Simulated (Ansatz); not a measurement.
Born–Oppenheimer molecular dynamics of GaH₇N₂O (11 atoms, charge 0, multiplicity 1). It starts at the highest image of a converged band, a first-order saddle point between two minima.

These are results of RKS revPBE-D4/def2-SVP (Ansatz), not measurements.

```
ensemble                      : NVE (velocity Verlet)
time step                     : 0.5 fs
steps asked                   : 200
starting velocities drawn for : 100 K
seed                          : 7943
```

First frame:

```xyz
11
Properties=species:S:1:pos:R:3
Ga -0.012 0.334 -0.173
O 0.021 0.086 1.833
H -0.868 -0.069 2.213
N 1.569 0.144 -1.120
H 1.751 -0.807 -1.461
H 2.400 0.456 -0.605
N -1.709 0.065 -0.850
H -2.389 -0.447 -0.283
H -1.782 -0.239 -1.825
H 0.170 2.028 0.706
H 0.087 1.312 1.460
```

(1) What does the run give?

(2) What happens to the structure?

(3) How do temperature and energy run in time?

Results:

(1) All steps were run.

```yaml
steps_done: 200
time_covered: 100 fs
mean_temperature_over_the_second_half: 598 K
spread_of_the_potential_energy_over_the_second_half: 8.2 meV per atom
mean_potential_energy_of_the_second_half_above_the_start: -52.7 meV per atom
```

The conserved energy stayed within 0.081 meV per atom of its start (net change 0.022 meV per atom), so the integration is sound. The kinetic energy rose, since the run started high on the potential surface and went downhill. It ends in pieces (GaH5N2O + H2), so much of that is their flight and rotation, not heat. A run of 0.1 ps of so small a system gives no equilibrium averages. The orbitals stay closed-shell, which can raise the energy where a bond breaks towards radicals; this wasn't checked here.

(2) Between its relaxed ends the band would form Ga1–H10, O2–H11 and break H10–H11. These pairs go: Ga1–H10 1.92 → 6.29 Å, O2–H11 1.28 → 6.82 Å, H10–H11 1.04 → 0.75 Å. In the last frame they stand as before the step (other bonds may differ from the relaxed reactants and products). Also parted: Ga1–H11 1.91 → 6.76 Å. It ends as GaH5N2O + H2. Pairs count as bonded within 1.25 times the sum of covalent radii (0.12 Å more for H–H). This is one draw of velocities; another would differ in detail.

(3) 
| time (fs) | T (K) | potential energy less start (eV) | conserved less start (meV/atom) |
| --- | --- | --- | --- |
| 0 | 100 | 0.000 | 0.00 |
| 8 | 80 | 0.023 | 0.04 |
| 16 | 205 | -0.122 | 0.06 |
| 24 | 520 | -0.489 | 0.00 |
| 32 | 606 | -0.589 | 0.00 |
| 40 | 488 | -0.451 | 0.03 |
| 48 | 653 | -0.644 | 0.00 |
| 56 | 671 | -0.664 | 0.02 |
| 64 | 606 | -0.589 | 0.00 |
| 72 | 596 | -0.577 | 0.00 |
| 80 | 690 | -0.686 | 0.00 |
| 88 | 565 | -0.540 | 0.01 |
| 96 | 457 | -0.415 | 0.04 |

The run took 3.4 min on 4 threads of Arm Neoverse V2, with other jobs on the host, peak memory 0.15 GiB.
